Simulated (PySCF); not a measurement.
C3H8As, SMILES [CH2][As](C)C, multiplicity 2.

Geometry optimised at PBE0-D3(BJ)/def2-SVP. The isomer is the one that the SMILES or the coordinates give; other isomers of the formula were not compared.

Level of theory: TDA-PBE/def2-SVPD in PySCF.

Vertical excitations. 

| state | energy (eV) | λ (nm) | f | main pairs |
|---|---|---|---|---|
| root 1 | 3.33 | 372 | 0.047 | β HOMO→LUMO 94 % |
| root 2 | 4.41 | 281 | 0.021 | α HOMO→LUMO 95 % |
| root 3 | 4.55 | 272 | 0.013 | α HOMO→LUMO+1 97 % |
| root 4 | 4.73 | 262 | 0.024 | α HOMO→LUMO+2 79 %, β HOMO−2→LUMO 18 % |
| root 5 | 4.89 | 254 | 0.012 | β HOMO−1→LUMO 98 % |
| root 6 | 5.06 | 245 | 0.037 | α HOMO→LUMO+2 15 %, β HOMO−2→LUMO 77 % |
| root 7 | 5.47 | 227 | 0.040 | α HOMO→LUMO+3 99 % |
| root 8 | 5.71 | 217 | 0.016 | α HOMO→LUMO+4 53 %, β HOMO→LUMO+1 38 % |
| root 9 | 5.96 | 208 | 0.006 | α HOMO→LUMO+4 45 %, α HOMO−1→LUMO 16 %, β HOMO→LUMO+1 36 % |
| root 10 | 5.98 | 207 | 0.019 | α HOMO→LUMO+5 85 %, β HOMO→LUMO+3 7 % |
Unrestricted roots are not spin-pure.
